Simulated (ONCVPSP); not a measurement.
promethium (Pm): one change to an ONCV potential, before and after

ONCVPSP 4.0.1 input, shortened (lines: element, Z, core and valence counts, functional; n l f; lmax; l rc ep ncon nbas qcut; lloc lpopt rc5 dvloc0; l nproj debl; icmod fcfact rcfact), PBE, fully relativistic:

```
  Pm 61.00   10    3        4      upf
    1    0    2.00
    2    0    2.00
    2    1    6.00
    3    0    2.00
    3    1    6.00
    3    2   10.00
    4    0    2.00
    4    1    6.00
    4    2   10.00
    4    3    4.00
    5    0    2.00
    5    1    6.00
    5    2    1.00
    2
    0    1.55    0.00    4    7    3.90
    1    2.75    0.00    3    7    4.90
    2    3.75    0.00    5    9    4.30
    4    4    1.45   -1.00
    0    2    0.90
    1    2    3.50
    2    2    3.60
    1    0.20    0.00
```

Open shells are filled in proportion to 2j + 1.

In the s channel the program set the typed energies aside and used -2.148, 0.250 Ha. In the p channel the program set the typed energies aside and used -1.379, 0.050 Ha (j = l + 1/2; the other j can differ).

Change: d: rc 5.5. In the s channel the program set the typed energies aside and used -2.148, 0.250 Ha. In the p channel the program set the typed energies aside and used -1.379, 0.050 Ha (j = l + 1/2; the other j can differ). In the d channel the program set the typed energies aside and used -0.550, 0.050 Ha (j = l + 1/2; the other j can differ).

Cutoffs: the cutoffs (Ha) at which the residual kinetic energy of the hardest occupied pseudo-wave falls to 1 and 0.1 mHa per electron; they do not see the model core or the augmentation charge, which bear on the density cutoff. Errors are all-electron minus pseudo energies relative to the spin-unpolarised reference configuration.

Question: How do hardness, ghosts and transferability respond?

Answer: The potential gets neither clearly harder nor softer (47 Ha and 55 Ha → 47 Ha and 55 Ha); the s channel sets the loose cutoff, while the largest relative change is in d, which becomes softer; the lowest positive-energy flag moves from d5/2 at 38.6 eV to d5/2 at 114.8 eV; of the 4 tests that both files solve, the error grows in 4 and shrinks in 0 by more than 15 % and 0.3 meV (median size 5.5 → 44.1 meV); neither file shows a bound ghost. More of the atom is replaced by a form fitted at one configuration, so other configurations suffer.

| quantity | base | changed |
| --- | --- | --- |
| cutoff, loose | 47 Ha | 47 Ha |
| cutoff, tight | 55 Ha | 55 Ha |
| loose cutoff by channel | s 47 Ha, p 7.0 Ha, d 6.3 Ha | s 47 Ha, p 7.0 Ha, d 4.5 Ha |
| bound ghosts | none | none |
| GHOST(+) flags under 300 eV | d5/2 at 38.6 eV, d3/2 at 86.8 eV, s at 136.1 eV | d5/2 at 114.8 eV, d3/2 at 125.0 eV, s at 136.1 eV |
| error for 5s2 5p6 5d1 6s2, meV [ΔE -17.96 eV] | +11 | -51 |
| error for 5s2 5p6 5d1 6s1, meV [ΔE -11.60 eV] | +2.1 | -16 |
| error for 5s2 5p6 5d0, meV [ΔE 19.60 eV] | -4.5 | +219 |
| error for 5s2 5p6 5d1 6s1 6p1, meV [ΔE -15.31 eV] | +6.5 | -37 |
| s: phases at 1.58 bohr within 0.05 rad from the reference energy up to (Ha; the scan ends near 5) | 3.7 | 3.7 |
| p3/2: phases at 2.78 bohr within 0.05 rad from the reference energy up to (Ha; the scan ends near 5) | 2.6 | 2.6 |
| p1/2: phases at 2.78 bohr within 0.05 rad from the reference energy up to (Ha; the scan ends near 5) | 2.6 | 2.6 |
| rms error of d²Exc/dni dnj with the model core, mHa | 4.18 | 4.80 |
